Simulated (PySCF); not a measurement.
Cl2GeH4OSi. Atoms are numbered in the order given.

```xyz
9

Si     1.0375     0.1627    -0.7622
Cl     0.8869     2.1123    -0.0885
Cl     2.2125    -0.8685     0.5850
O     -0.4464    -0.5036    -0.8496
Ge    -1.8372    -0.5565     0.2943
H      1.6848     0.1461    -2.0861
H     -2.7682     0.5982    -0.0854
H     -2.4835    -1.9227     0.0628
H     -1.2868    -0.4072     1.7177
```

Geometry optimised at r2SCAN-D4/def2-SVP. The structure was generated by enumeration, and PubChem lists no compound with its InChIKey, so it may never have been made. One conformer was computed; it need not be the lowest.

Calculation: PySCF with PBE/def2-TZVP.

Atomic charges (e):

```
atom  Löwdin    IAO
----  ------  -----
Si1    -0.55    ___
Cl2     0.23  -0.31
Cl3     0.23  -0.31
O4     -0.09  -0.81
Ge5     0.36    ___
H6     -0.03  -0.12
H7     -0.05    ___
H8     -0.05    ___
H9     -0.05    ___
```

### Question
Fill in the missing entries. (The exact figures need the calculation; the answer reports its results.)

### Answer

- Si1, IAO: 1.10
- Ge5, IAO: 0.67
- H7, IAO: -0.07
- H8, IAO: -0.07
- H9, IAO: -0.08
